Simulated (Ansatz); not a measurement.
Reactions of `[SiH3][O][In]([Cl])[O][SiH3]`.

Program: Ansatz. Geometries: PBE0-D4/def2-TZVP. ΔE: electronic, gas phase. CCSD(T)/CBS is the MP2 limit (def2-TZVPP, def2-QZVPP) plus CCSD(T) − MP2 in def2-TZVPP, frozen cores. Functionals use def2-TZVPP. Elements past krypton have def2 core potentials. For Br, Ge, In outer-core shells are correlated without core-valence functions, which leaves a few kJ/mol of doubt a bond. Scalar relativity is left out up to krypton. Each species was taken in one conformer, which may not be the lowest.

| reaction | ωB97X-V (kJ/mol) |
| --- | --- |
| `[SiH3][O][In]([Cl])[O][SiH3]` + `[OH][GeH]([F])[SH]` → `[OH][GeH]([F])[S][SiH3]` + `[OH][In]([Cl])[O][SiH3]` | 38 |
| `[SiH3][O][In]([Cl])[O][SiH3]` + `C=CCO` → `C=CCO[SiH3]` + `[OH][In]([Cl])[O][SiH3]` | 16 |
| `[SiH3][O][In]([Cl])[O][SiH3]` + `[OH][InH][Br]` → `[SiH3][O][InH][O][SiH3]` + `[OH][In]([Cl])[Br]` | -14 |
| `[SiH3][O][In]([Cl])[O][SiH3]` + `[OH][Al]([F])[F]` → `[OH][In]([Cl])[O][SiH3]` + `[F][Al]([F])[O][SiH3]` | -7 |

Problem. Give the CCSD(T)/CBS values in the same order. (An estimate is asked.)

Solution. The calculation gave: 38, 18, -13, -6 kJ/mol.

Largest T1 diagnostic: 0.015, for `[SiH3][O][InH][O][SiH3]`.
